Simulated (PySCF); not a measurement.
A PySCF script (with the pyscf-properties extension) for the NMR shieldings of SMILES ClC([C@@]1(C)[C@](CC)(C)C1)=O, C8H13ClO, on a GFN2-xTB geometry:

```python
import basis_set_exchange as bse
import numpy as np
from pyscf import gto, dft
from pyscf.prop import nmr

atoms = """
C    -2.636925   -0.546874   -0.276054
C    -1.213815   -1.015986    0.024209
C    -0.189604    0.065275   -0.269653
C     0.059809    0.247996   -1.750743
C    -0.108037    1.239340    0.640263
C     1.043790    0.247683    0.651931
C     2.367760    0.639667    0.032887
C     1.105288   -0.611135    1.834934
O     0.259549   -0.800708    2.652970
Cl    2.644524   -1.486524    2.008854
H    -2.769991   -0.316747   -1.330388
H    -2.870898    0.343452    0.302001
H    -3.345360   -1.326331   -0.008201
H    -0.984875   -1.898647   -0.577964
H    -1.172036   -1.304273    1.073631
H     0.550290    1.191018   -1.970269
H     0.674410   -0.563571   -2.136342
H    -0.887898    0.234071   -2.283229
H     0.095646    2.216460    0.229150
H    -0.740695    1.247665    1.515441
H     2.803484   -0.190509   -0.519057
H     2.242054    1.478515   -0.644109
H     3.068779    0.937147    0.809816
"""
names = dict.fromkeys(["C", "O", "Cl", "H"], "pcSseg-1")
basis = {el: gto.basis.parse(bse.get_basis(n, elements=[el], fmt="nwchem")) for el, n in names.items()}
mol = gto.M(atom=atoms, basis=basis, charge=0, verbose=0)
mf = dft.RKS(mol, xc="PBE0")
mf.grids.level = 2
mf.grids.alignment = dft.numint.BLKSIZE   # the property module wants whole blocks of grid points
mf.conv_tol = 1e-9
mf.kernel()

calc = nmr.RKS(mf)   # GIAO
C = mf.mo_coeff
Co = C[:, mf.mo_occ > 0]
resp = mf.gen_response(singlet=True, hermi=2)
def vind(x):   # induced exchange potential for any number of trial vectors
    d = np.einsum("pi,xij,qj->xpq", C, 2 * x.reshape(-1, C.shape[1], Co.shape[1]), Co, optimize=True)
    return np.einsum("xpq,pi,qj->xij", resp(d - d.transpose(0, 2, 1)), C, Co, optimize=True).ravel()
mo1, _ = nmr.rhf.solve_mo1(calc, with_cphf=vind)
sigma = calc.kernel(mo1)
for i, s in enumerate(sigma):   # ppm
    w = np.linalg.eigvalsh((s + s.T) / 2)
    print("%2d %-2s iso %8.1f  s11 %8.1f  s22 %8.1f  s33 %8.1f" % (i, mol.atom_pure_symbol(i), w.mean(), *w))
```

Question: What are the results?

Answer: 
```
 0 C  iso    173.3  s11    159.6  s22    172.0  s33    188.4
 1 C  iso    160.7  s11    149.3  s22    154.3  s33    178.4
 2 C  iso    144.5  s11    111.1  s22    156.1  s33    166.3
 3 C  iso    166.6  s11    144.3  s22    167.8  s33    187.8
 4 C  iso    152.7  s11    132.3  s22    149.3  s33    176.6
 5 C  iso    147.8  s11    118.4  s22    132.8  s33    192.3
 6 C  iso    165.0  s11    143.1  s22    171.9  s33    180.0
 7 C  iso      0.0  s11   -101.5  s22     40.1  s33     61.5
 8 O  iso   -232.1  s11   -601.2  s22   -337.9  s33    242.8
 9 Cl iso    489.1  s11     72.4  s22    474.3  s33    920.5
10 H  iso     30.5  s11     25.3  s22     29.8  s33     36.5
11 H  iso     31.0  s11     25.8  s22     30.3  s33     36.8
12 H  iso     30.6  s11     25.6  s22     27.3  s33     38.8
13 H  iso     30.6  s11     25.5  s22     29.6  s33     36.6
14 H  iso     30.0  s11     22.9  s22     31.8  s33     35.3
15 H  iso     31.1  s11     25.7  s22     29.6  s33     37.9
16 H  iso     30.3  s11     25.6  s22     28.1  s33     37.1
17 H  iso     29.9  s11     24.0  s22     29.5  s33     36.1
18 H  iso     31.1  s11     25.9  s22     28.5  s33     39.1
19 H  iso     30.3  s11     26.1  s22     27.9  s33     37.0
20 H  iso     29.7  s11     26.4  s22     27.2  s33     35.4
21 H  iso     31.0  s11     25.1  s22     30.4  s33     37.5
22 H  iso     29.6  s11     24.9  s22     28.1  s33     36.0
```

These numbers come from an equivalent density-fitted implementation of the same equations, which agrees with the script to about 0.01 ppm for H and up to a few tenths of a ppm for heavy atoms, so last digits may differ.

Question: Turn these shieldings into chemical shifts. Chemical shifts δ = σref − σ; TMS for 13C (σref 186.93) and 1H (σref 31.72); H2O for 17O (σref 336.08); 35Cl (σref 949.78) against HCl, all at this level.

Answer: Averaging equivalent atoms: C 7: 186.9; C 2: 42.4; C 5: 39.1; C 4: 34.2; C 1: 26.2; C 6: 21.9; C 3: 20.3; C 0: 13.6; O 8: 568.2; Cl 9: 461; H 14: 1.73; H 20/21/22: 1.60; H 19: 1.38; H 15/16/17: 1.30; H 13: 1.14; H 10/11/12: 1.03; H 18: 0.57 ppm. Unscaled 17O shifts of doubly bonded oxygen tend to come out too high, by tens of ppm or more. Experimental scales use liquid or dissolved standards, which lie at an offset from isolated H2O (liquid H2O: subtract about 36 ppm).

Size and cost of the density-fitted run: 242 basis functions, 76 s wall time on 1 thread of an Arm Neoverse V1, shared host; peak memory 1.1 GiB.
